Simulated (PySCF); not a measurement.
Molecule: SMILES FB(F)C1=CC=CBC=C1, C$_{6}$H$_{6}$B$_{2}$F$_{2}$.

Bonds (- single, = double, # triple, : aromatic): F1-B2, B2-F3, B2-C4, C4=C5, C5-C6, C6=C7, C7-B8, B8-C9, C9=C10, C10-C4. C5 carries H11; C6 carries H12; C7 carries H13; B8 carries H14; C9 carries H15; C10 carries H16.

Frames of a GFN2-xTB Langevin trajectory at 300 K; GIAO PBE0/pcSseg-1 shieldings in PySCF, gas phase, non-relativistic; equivalent atoms averaged within each frame.

Shifts are taken against calculated references (same method and geometry level): 19F (σ = 170.95 ppm) against CFCl3; 11B (σ = 100.07 ppm) vs BF3·OEt2; TMS for 13C (σ = 186.93 ppm) and 1H (σ = 31.72 ppm). The references are static minima.

**Question.** How do the shifts (ppm) fluctuate along the trajectory?

**Answer.** 
```csv
time (fs),F1/F3,B8,B2,C7,C6,C10,C9,C5,C4,H13
optimised geometry,-92.2,46.0,24.9,171.3,154.2,159.6,162.3,156.2,139.7,9.11
250,-77.4,44.6,25.5,174.4,160.4,157.3,155.9,152.8,142.8,9.19
425,-88.4,41.7,27.3,186.2,153.0,170.0,160.6,158.6,146.1,9.85
625,-91.6,39.9,24.5,169.1,157.8,160.8,156.4,160.4,148.6,8.92
800,-78.5,44.4,30.0,177.6,151.6,155.7,157.4,150.2,133.3,9.16
1000,-85.5,48.6,23.3,169.5,150.0,155.9,155.1,149.9,135.4,8.87
mean of frames,-84.3,43.8,26.1,175.4,154.6,159.9,157.1,154.4,141.2,9.20
standard deviation,6.2,3.3,2.6,7.0,4.4,6.0,2.1,4.8,6.7,0.39
```

5 frames give an uncertainty of the mean of about the standard deviation over 2.2 at best, since frames this close in time may not be independent; classical motion lacks zero-point vibration, and the reference would need the same averaging.
